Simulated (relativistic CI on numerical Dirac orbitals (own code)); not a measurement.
# One change at a time: Pb71+

Base calculation: Dirac-Coulomb-Breit CI, KLI orbitals optimised for each configuration, model QED (radiative potential, 1s self-energy scaled to tabulated hydrogen-like ionisation energies), unscaled Slater integrals.

CI space (outside the closed core [Ne]): 3s, 3p, 3d, 4s, 4p, 4d, 4f, 5s, 5p, 5d, 5f, 5g, 6s, 6p, 6d, 7s, 7p. Levels of other configurations are missing.

Variants: (1) Breit term removed; (2) non-relativistic limit. Shifts of the energy above 3s 2S_1/2, in eV, for the lowest level and the first level of each name with at least 55 % of one term (blank where a level changes its place among those of its configuration and J or its character, or is not in the variant):

| Level | Base | Δ(1) | Δ(2) |
| --- | --- | --- | --- |
| 3s 2S_1/2 | 0.00 | 0.00 | 0.00 |
| 3p 2P°_1/2 | 188.57 | -6.15 | -41.17 |
| 3p 2P°_3/2 | 799.61 | +0.29 | -652.21 |
| 3d 2D_3/2 | 1011.61 | +2.16 | -664.23 |
| 3d 2D_5/2 | 1147.73 | +5.66 | -800.34 |
| 4s 2S_1/2 | 4184.63 | +5.46 | -475.25 |
| 4p 2P°_1/2 | 4262.24 | +3.03 | -490.56 |
| 4p 2P°_3/2 | 4512.57 | +5.47 | -740.89 |
| 4d 2D_3/2 | 4592.95 | +6.43 | -744.36 |
| 4d 2D_5/2 | 4651.75 | +7.76 | -803.15 |
| 4f 2F°_5/2 | 4693.06 | +8.66 | -798.56 |
| 4f 2F°_7/2 | 4719.02 | +8.85 | -824.53 |
| 5s 2S_1/2 | 6042.53 | +7.23 | -651.43 |
| 5p 2P°_1/2 | 6081.37 | +6.04 | -658.50 |
| 5p 2P°_3/2 | 6207.17 | +7.21 | -784.29 |
| 5d 2D_3/2 | 6246.47 | +7.74 | -785.72 |
| 5d 2D_5/2 | 6276.77 | +8.37 | -816.01 |
| 5f 2F°_5/2 | 6297.29 | +8.75 | -814.16 |
| 5f 2F°_7/2 | 6310.64 | +8.88 | -827.51 |
| 5g 2G_7/2 | 6313.46 | +8.91 | -826.78 |
| 5g 2G_9/2 | 6321.36 | +8.91 | -834.68 |
| 6s 2S_1/2 | 7024.96 | +7.97 | -730.91 |

At this charge energies of transitions that change n are usually good to better than 1 %, and those within a shell (Δn = 0) to a few per cent.

Ionisation energy from the two ground configurations alone: base 9150.49 eV; Breit term removed 9159.45 eV. The NIST ASD value (theoretical) is 9150 eV.
